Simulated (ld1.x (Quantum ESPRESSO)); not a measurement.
**Building the PAW potential for indium (In) (LDA (PZ), fully relativistic).**

The input file (ld1.x (Quantum ESPRESSO) 7.5):

```
&input
   title='In', zed=49., rel=2, dft='PZ', iswitch=3,
   config='[Kr] 4d10 5s2 5p0.5', rel_dist='average',
   nld=5, rlderiv=3.35, eminld=-4.0, emaxld=5.0, deld=0.02
 /
 &inputp
   pseudotype=3, lpaw=.true., tm=.true., lloc=-2, rcloc=1.90,
   nlcc=.true., new_core_ps=.true., rcore=1.25,
   which_augfun='GAUSS', rmatch_augfun=0.70,
   file_pseudopw='In.UPF', file_wfcaegen='ae.wfc', file_wfcncgen='nc.wfc', file_beta='beta', file_chi='chi', file_wfcusgen='us.wfc'
 /
6
5S  1  0   2.00   0.00  1.70  1.95  0.0
5S  1  0   0.00  -0.40  1.70  1.95  0.0
5P  2  1   0.50   0.00  2.70  3.10  0.0
5P  2  1   0.00   0.90  2.70  3.10  0.0
4D  3  2  10.00   0.00  0.95  1.30  0.0
4D  3  2   0.00  -0.45  0.95  1.30  0.0
 &test
   configts(1)='4d10 5s2 5p0.5'
 /
```

Command:

```bash
ld1.x < In.in > In.out
```

The program printed (shortened: banner, matrices, multipoles, cross overlaps and the repeated all-electron block are left out):

```
Program LD1 v.7.5
     --------------------------- All-electron run ----------------------------

     In
     dirac relativistic calculation

     atomic number is 49.00
     dft =PZ   lsd =0 sic =0 latt =0  beta=0.20 tr2=1.0E-14
     Exchange-correlation= PZ
                           (   1   1   0   0   0   0   0)
     mesh =1241 r(mesh) = 100.30140 a.u. xmin = -7.00 dx = 0.01250
     1 Ry =  13.60569312 eV, c = 137.03599908

     n l j   nl                  e(Ry)          e(Ha)          e(eV)
     Spin orbit split results
     1 0 0.5 1S 1( 2.00)     -2036.4373     -1018.2186    -27707.1404
     2 0 0.5 2S 1( 2.00)      -305.1172      -152.5586     -4151.3305
     2 1 0.5 2P 1( 2.00)      -284.7170      -142.3585     -3873.7728
     2 1 1.5 2P 1( 4.00)      -269.2405      -134.6202     -3663.2031
     3 0 0.5 3S 1( 2.00)       -58.0735       -29.0368      -790.1306
     3 1 0.5 3P 1( 2.00)       -49.8297       -24.9148      -677.9675
     3 1 1.5 3P 1( 4.00)       -47.0345       -23.5172      -639.9367
     4 0 0.5 4S 1( 2.00)        -9.0345        -4.5173      -122.9213
     4 1 0.5 4P 1( 2.00)        -6.3353        -3.1677       -86.1962
     4 1 1.5 4P 1( 4.00)        -5.8406        -2.9203       -79.4657
     3 2 1.5 3D 1( 4.00)       -32.3970       -16.1985      -440.7831
     3 2 2.5 3D 1( 6.00)       -31.8236       -15.9118      -432.9825
     4 2 1.5 4D 1( 4.00)        -1.6729        -0.8364       -22.7609
     4 2 2.5 4D 1( 6.00)        -1.6091        -0.8046       -21.8936
     5 0 0.5 5S 1( 2.00)        -0.8616        -0.4308       -11.7223
     5 1 0.5 5P 1( 0.17)        -0.4270        -0.2135        -5.8091
     5 1 1.5 5P 1( 0.33)        -0.3988        -0.1994        -5.4259
     Averaged results
     1 0     1S 1( 2.00)     -2036.4373     -1018.2186    -27707.1404
     2 0     2S 1( 2.00)      -305.1172      -152.5586     -4151.3305
     2 1     2P 1( 6.00)      -274.3993      -137.1997     -3733.3930
     3 0     3S 1( 2.00)       -58.0735       -29.0368      -790.1306
     3 1     3P 1( 6.00)       -47.9662       -23.9831      -652.6136
     4 0     4S 1( 2.00)        -9.0345        -4.5173      -122.9213
     4 1     4P 1( 6.00)        -6.0055        -3.0028       -81.7092
     3 2     3D 1(10.00)       -32.0530       -16.0265      -436.1027
     4 2     4D 1(10.00)        -1.6346        -0.8173       -22.2405
     5 0     5S 1( 2.00)        -0.8616        -0.4308       -11.7223
     5 1     5P 1( 0.50)        -0.4082        -0.2041        -5.5537

     final scf error:  3.5E-15 reached in  27 iterations

     Etot =  -11755.892527 Ry,   -5877.946263 Ha, -159947.066105 eV

     Ekin =   12349.781493 Ry,    6174.890746 Ha,  168027.337129 eV
     Encl =  -28526.890802 Ry,  -14263.445401 Ha, -388128.121998 eV
     Eh   =    4730.359080 Ry,    2365.179540 Ha,   64359.814001 eV
     Exc  =    -309.142298 Ry,    -154.571149 Ha,   -4206.095236 eV

     normalization and overlap integrals

     s(1S/1S) =  1.000000  <r> =   0.0297  <r2> =    0.0012  r(max) =   0.0192
     s(2S/2S) =  1.000000  <r> =   0.1282  <r2> =    0.0194  r(max) =   0.1090
     s(2P/2P) =  1.000000  <r> =   0.1085  <r2> =    0.0145  r(max) =   0.0838
     s(2P/2P) =  1.000000  <r> =   0.1138  <r2> =    0.0158  r(max) =   0.0881
     s(3S/3S) =  1.000000  <r> =   0.3489  <r2> =    0.1394  r(max) =   0.3153
     s(3P/3P) =  1.000000  <r> =   0.3398  <r2> =    0.1343  r(max) =   0.3037
     s(3P/3P) =  1.000000  <r> =   0.3510  <r2> =    0.1430  r(max) =   0.3114
     s(4S/4S) =  1.000000  <r> =   0.8476  <r2> =    0.8145  r(max) =   0.7658
     s(4P/4P) =  1.000000  <r> =   0.9006  <r2> =    0.9292  r(max) =   0.7951
     s(4P/4P) =  1.000000  <r> =   0.9317  <r2> =    0.9947  r(max) =   0.8255
     s(3D/3D) =  1.000000  <r> =   0.3225  <r2> =    0.1237  r(max) =   0.2549
     s(3D/3D) =  1.000000  <r> =   0.3261  <r2> =    0.1263  r(max) =   0.2581
     s(4D/4D) =  1.000000  <r> =   1.1735  <r2> =    1.6551  r(max) =   0.9237
     s(4D/4D) =  1.000000  <r> =   1.1907  <r2> =    1.7056  r(max) =   0.9354
     s(5S/5S) =  1.000000  <r> =   2.5317  <r2> =    7.3189  r(max) =   2.1344
     s(5P/5P) =  1.000000  <r> =   3.2686  <r2> =   12.3881  r(max) =   2.6397
     s(5P/5P) =  1.000000  <r> =   3.4032  <r2> =   13.4191  r(max) =   2.7406

     ------------------------ End of All-electron run ------------------------

     --------------------- Generating PAW atomic setup --------------------

      Generating local potential from pseudized AE potential:
      Matching radius rcloc =   1.9000
      Enforcing V''(0)=0 (lloc=-2)

      Local pseudo, rcloc= 1.884 Estimated cut-off energy=     9.10 Ry

      Computing core charge for nlcc:

       r > 1.26 : true rho core
      Core charge pseudized with two Bessel functions
      Integrated core pseudo-charge :  11.50

     Fully relativistic calculation: |psi|^2

     Wfc 5S LC norm =  0.99993753 SC norm =  0.00006152 missing  0.00000094
     Speed at rcutus      0.815 a.u.,  v/c =  0.005946,  (v/c)^2 =  0.00003535

     Wfc 5P LC norm =  0.99996404 SC norm =  0.00003577 missing  0.00000019
     Speed at rcutus      0.389 a.u.,  v/c =  0.002841,  (v/c)^2 =  0.00000807

     Wfc 5P LC norm =  0.99996694 SC norm =  0.00003045 missing  0.00000261
     Speed at rcutus      0.401 a.u.,  v/c =  0.002925,  (v/c)^2 =  0.00000855

     Wfc 4D LC norm =  0.99971661 SC norm =  0.00028339 missing  0.00000001
     Speed at rcutus      1.653 a.u.,  v/c =  0.012066,  (v/c)^2 =  0.00014559

     Wfc 4D LC norm =  0.99972359 SC norm =  0.00027636 missing  0.00000004
     Speed at rcutus      1.675 a.u.,  v/c =  0.012223,  (v/c)^2 =  0.00014941
      Wfc-us  5S rcutus= 1.931  Estimated cut-off energy=    11.43 Ry
      Wfc-us  5S rcutus= 1.931  Estimated cut-off energy=    11.98 Ry
      Wfc-us  5P rcutus= 3.106  Estimated cut-off energy=     7.98 Ry
      Wfc-us  5P rcutus= 3.106  Estimated cut-off energy=     7.93 Ry
      Wfc-us  5P rcutus= 3.106  Estimated cut-off energy=    13.49 Ry
      Wfc-us  5P rcutus= 3.106  Estimated cut-off energy=    12.84 Ry
      Wfc-us  4D rcutus= 1.295  Estimated cut-off energy=    68.85 Ry
      Wfc-us  4D rcutus= 1.295  Estimated cut-off energy=    68.75 Ry
      Wfc-us  4D rcutus= 1.295  Estimated cut-off energy=    73.76 Ry
      Wfc-us  4D rcutus= 1.295  Estimated cut-off energy=    73.20 Ry

     Required augmentation: GAUSS   radius:    0.700000
     Message from routine us2paw:
     GAUSS augmentation functions are ususally harder than BESSEL; use BESSEL instead unless you have discontinuity in local potential

     Estimated PAW energy = -400.727432 Ryd

     ------------------- End of pseudopotential generation -------------------

     Computing logarithmic derivative in   3.36844
     Computing logarithmic derivative in   3.36844
     Computing the partial wave expansion
     R is outside the sphere for l=    0 j= 0.50
     R is outside the sphere for l=    0 j= 0.50
     R is outside the sphere for l=    1 j= 0.50
     R is outside the sphere for l=    1 j= 0.50
     R is outside the sphere for l=    1 j= 1.50
     R is outside the sphere for l=    1 j= 1.50
     R is outside the sphere for l=    2 j= 1.50
     R is outside the sphere for l=    2 j= 1.50
     R is outside the sphere for l=    2 j= 2.50
     R is outside the sphere for l=    2 j= 2.50

     ---------------------- Testing the pseudopotential ----------------------

     In
     dirac relativistic calculation

     atomic number is 49.00   valence charge is 13.00
     dft = SLA  PZ   NOGX NOGC   lsd =0 sic =0 latt =0  beta=0.20 tr2=1.0E-14
     mesh =1241 r(mesh) = 100.30140 xmin = -7.00 dx = 0.01250

     n l  j  nl             e AE (Ry)       e PS (Ry)    De AE-PS (Ry)
     3 2 1.5 4D   1( 4.00)       -1.67289       -1.67290        0.00000
     3 2 2.5 4D   1( 6.00)       -1.60915       -1.60916        0.00001
     1 0 0.5 5S   1( 2.00)       -0.86157       -0.86158        0.00000
     2 1 0.5 5P   1( 0.17)       -0.42696       -0.42696        0.00000
     2 1 1.5 5P   1( 0.33)       -0.39880       -0.39880        0.00000

     eps = 4.9E-15  iter =  3

     Etot =  -11755.892527 Ry,   -5877.946263 Ha, -159947.066105 eV
     Etotps =  -400.727457 Ry,    -200.363729 Ha,   -5452.174813 eV

     Ekin =     222.073279 Ry,     111.036639 Ha,    3021.460882 eV
     Encl =    -413.630052 Ry,    -206.815026 Ha,   -5627.723551 eV
     Ehrt =      99.971603 Ry,      49.985802 Ha,    1360.182957 eV
     Ecxc =    -309.142288 Ry,    -154.571144 Ha,   -4206.095101 eV
     (Ecc =     -21.941931 Ry,     -10.970965 Ha,    -298.535179 eV)

     ---------------------- End of pseudopotential test ----------------------
```

Generation and configuration tests took about 2.1 s on one core of a shared server CPU.

Transferability test of the new file with ld1.x, input:

```
&input
   title='In', zed=49., rel=2, dft='PZ', iswitch=2,
   config='[Kr] 4d10 5s2 5p0.5', rel_dist='average'
 /
 &test
   file_pseudo='In.UPF', nconf=8,
   configts(1)='4d10 5s2 5p0.5',
   configts(2)='4d10 5s2 5p1',
   configts(3)='4d10 5s2 5p0',
   configts(4)='4d10 5s1 5p0',
   configts(5)='4d10 5s2 5p1.3',
   configts(6)='4d10 5s1 5p1',
   configts(7)='4d9 5s2 5p1',
   configts(8)='4d9 5s2 5p2'
 /
```

```bash
ld1.x < In.test.in > In.test.out
```

Pseudopotential blocks of its output, shortened (energy terms left out):

```
     ---------------------- Testing the pseudopotential ----------------------

     n l  j  nl             e AE (Ry)       e PS (Ry)    De AE-PS (Ry)
     3 2 1.5 4D   1( 4.00)       -1.67289       -1.67290        0.00000
     3 2 2.5 4D   1( 6.00)       -1.60915       -1.60916        0.00001
     1 0 0.5 5S   1( 2.00)       -0.86157       -0.86158        0.00000
     2 1 0.5 5P   1( 0.17)       -0.42696       -0.42696        0.00000
     2 1 1.5 5P   1( 0.33)       -0.39880       -0.39880        0.00000

     eps = 4.9E-15  iter =  3

     Etot =  -11755.892527 Ry,   -5877.946263 Ha, -159947.066105 eV
     Etotps =  -400.727457 Ry,    -200.363729 Ha,   -5452.174813 eV

     ---------------------- End of pseudopotential test ----------------------

          ---------------------- Testing the pseudopotential ----------------------

     n l  j  nl             e AE (Ry)       e PS (Ry)    De AE-PS (Ry)
     3 2 1.5 4D   1( 4.00)       -1.41281       -1.41193       -0.00088
     3 2 2.5 4D   1( 6.00)       -1.34914       -1.34830       -0.00085
     1 0 0.5 5S   1( 2.00)       -0.62343       -0.62325       -0.00018
     2 1 0.5 5P   1( 0.33)       -0.21484       -0.21515        0.00031
     2 1 1.5 5P   1( 0.67)       -0.19150       -0.19181        0.00032

     eps = 4.3E-15  iter = 13

     Etot =  -11756.043234 Ry,   -5878.021617 Ha, -159949.116583 eV
     Etotps =  -400.878261 Ry,    -200.439131 Ha,   -5454.226602 eV
     dEtot_ae =      -0.150707 Ry
     dEtot_ps =      -0.150804 Ry,   Delta E=       0.000096 Ry

     ---------------------- End of pseudopotential test ----------------------

          ---------------------- Testing the pseudopotential ----------------------

     n l  j  nl             e AE (Ry)       e PS (Ry)    De AE-PS (Ry)
     3 2 1.5 4D   1( 4.00)       -1.96748       -1.96820        0.00072
     3 2 2.5 4D   1( 6.00)       -1.90360       -1.90428        0.00068
     1 0 0.5 5S   1( 2.00)       -1.12494       -1.12491       -0.00003
     2 1 0.5 5P   1( 0.00)       -0.66236       -0.66127       -0.00108
     2 1 1.5 5P   1( 0.00)       -0.62907       -0.62795       -0.00112

     eps = 5.1E-15  iter = 11

     Etot =  -11755.631223 Ry,   -5877.815611 Ha, -159943.510882 eV
     Etotps =  -400.466396 Ry,    -200.233198 Ha,   -5448.622896 eV
     dEtot_ae =       0.261304 Ry
     dEtot_ps =       0.261061 Ry,   Delta E=       0.000243 Ry

     ---------------------- End of pseudopotential test ----------------------

          ---------------------- Testing the pseudopotential ----------------------

     n l  j  nl             e AE (Ry)       e PS (Ry)    De AE-PS (Ry)
     3 2 1.5 4D   1( 4.00)       -2.73971       -2.74166        0.00195
     3 2 2.5 4D   1( 6.00)       -2.67501       -2.67690        0.00189
     1 0 0.5 5S   1( 1.00)       -1.77302       -1.77327        0.00025
     2 1 0.5 5P   1( 0.00)       -1.24593       -1.24473       -0.00120
     2 1 1.5 5P   1( 0.00)       -1.20067       -1.19940       -0.00127

     eps = 1.1E-15  iter = 10

     Etot =  -11754.186165 Ry,   -5877.093082 Ha, -159923.849870 eV
     Etotps =  -399.021251 Ry,    -199.510625 Ha,   -5428.960684 eV
     dEtot_ae =       1.706362 Ry
     dEtot_ps =       1.706207 Ry,   Delta E=       0.000155 Ry

     ---------------------- End of pseudopotential test ----------------------

          ---------------------- Testing the pseudopotential ----------------------

     n l  j  nl             e AE (Ry)       e PS (Ry)    De AE-PS (Ry)
     3 2 1.5 4D   1( 4.00)       -1.27877       -1.27740       -0.00137
     3 2 2.5 4D   1( 6.00)       -1.21513       -1.21381       -0.00133
     1 0 0.5 5S   1( 2.00)       -0.49780       -0.49743       -0.00036
     2 1 0.5 5P   1( 0.43)       -0.10336       -0.10362        0.00026
     2 1 1.5 5P   1( 0.87)       -0.08282       -0.08309        0.00026

     eps = 8.2E-15  iter = 13

     Etot =  -11756.086215 Ry,   -5878.043107 Ha, -159949.701369 eV
     Etotps =  -400.921329 Ry,    -200.460664 Ha,   -5454.812564 eV
     dEtot_ae =      -0.193688 Ry
     dEtot_ps =      -0.193871 Ry,   Delta E=       0.000183 Ry

     ---------------------- End of pseudopotential test ----------------------

          ---------------------- Testing the pseudopotential ----------------------

     n l  j  nl             e AE (Ry)       e PS (Ry)    De AE-PS (Ry)
     3 2 1.5 4D   1( 4.00)       -2.08087       -2.07964       -0.00124
     3 2 2.5 4D   1( 6.00)       -2.01663       -2.01546       -0.00118
     1 0 0.5 5S   1( 1.00)       -1.19748       -1.19750        0.00002
     2 1 0.5 5P   1( 0.33)       -0.72309       -0.72385        0.00076
     2 1 1.5 5P   1( 0.67)       -0.68797       -0.68875        0.00078

     eps = 1.1E-15  iter = 10

     Etot =  -11755.140181 Ry,   -5877.570090 Ha, -159936.829919 eV
     Etotps =  -399.975304 Ry,    -199.987652 Ha,   -5441.941241 eV
     dEtot_ae =       0.752346 Ry
     dEtot_ps =       0.752154 Ry,   Delta E=       0.000192 Ry

     ---------------------- End of pseudopotential test ----------------------

          ---------------------- Testing the pseudopotential ----------------------

     n l  j  nl             e AE (Ry)       e PS (Ry)    De AE-PS (Ry)
     3 2 1.5 4D   1( 3.60)       -2.40147       -2.41030        0.00883  !
     3 2 2.5 4D   1( 5.40)       -2.33372       -2.34231        0.00859  !
     1 0 0.5 5S   1( 2.00)       -1.30268       -1.30250       -0.00018
     2 1 0.5 5P   1( 0.33)       -0.79171       -0.79665        0.00494
     2 1 1.5 5P   1( 0.67)       -0.75093       -0.75604        0.00511  !

     eps = 8.7E-15  iter = 15

     Etot =  -11754.189897 Ry,   -5877.094948 Ha, -159923.900648 eV
     Etotps =  -399.021256 Ry,    -199.510628 Ha,   -5428.960758 eV
     dEtot_ae =       1.702630 Ry
     dEtot_ps =       1.706202 Ry,   Delta E=      -0.003572 Ry

     ---------------------- End of pseudopotential test ----------------------

          ---------------------- Testing the pseudopotential ----------------------

     n l  j  nl             e AE (Ry)       e PS (Ry)    De AE-PS (Ry)
     3 2 1.5 4D   1( 3.60)       -1.82179       -1.82276        0.00096
     3 2 2.5 4D   1( 5.40)       -1.75425       -1.75511        0.00085
     1 0 0.5 5S   1( 2.00)       -0.77259       -0.76985       -0.00273
     2 1 0.5 5P   1( 0.67)       -0.30496       -0.30788        0.00293
     2 1 1.5 5P   1( 1.33)       -0.27303       -0.27608        0.00305

     eps = 4.4E-16  iter = 16

     Etot =  -11754.706926 Ry,   -5877.353463 Ha, -159930.935184 eV
     Etotps =  -399.542478 Ry,    -199.771239 Ha,   -5436.052344 eV
     dEtot_ae =       1.185601 Ry
     dEtot_ps =       1.184980 Ry,   Delta E=       0.000621 Ry

     ---------------------- End of pseudopotential test ----------------------
```
